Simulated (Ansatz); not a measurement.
Consider the ligand exchange at the Si–Br bond: `Cl[SiH2]Br` + `N[Si](Cl)(Cl)Cl` → `Cl[SiH2]N[Si](Cl)(Cl)Cl` + HBr.

Program: Ansatz. Geometries: PBE0-D4/def2-TZVP. ΔE: electronic, gas phase. CCSD(T)/CBS is the MP2 limit (def2-TZVPP, def2-QZVPP) plus CCSD(T) − MP2 in def2-TZVPP, frozen cores. Functionals use def2-TZVPP. For Br outer-core shells are correlated without core-valence functions, which leaves a few kJ/mol of doubt a bond. Scalar relativity is left out up to krypton. One conformer a species, not always the lowest.

```json
{"level": "PBE0", "ΔE (kcal/mol)": "8.8"}
{"level": "CCSD(T)/def2-TZVPP", "ΔE (kcal/mol)": "4.8"}
```

(1) What does CCSD(T)/CBS give? (Best estimate.)

Largest T1 diagnostic among the species: 0.009.

Answers

(1) The calculation gave: +6.2 kcal/mol. The listed levels differ from it by 2.6, -1.4 kcal/mol.

The D4 term adds −2.9 kcal/mol with B3LYP and −1.8 kcal/mol with PBE0; it sums over pairs of atoms, weighted by their polarisabilities, and B3LYP, whose exchange is more repulsive, gets the larger term. In def2-TZVPP, CCSD(T) changes the Hartree–Fock value by −3.3 kcal/mol (the triples alone add −0.4 kcal/mol) and MP2 by −2.6 kcal/mol.

B3LYP here is the variant with VWN-RPA as its local correlation; programs differ in this.
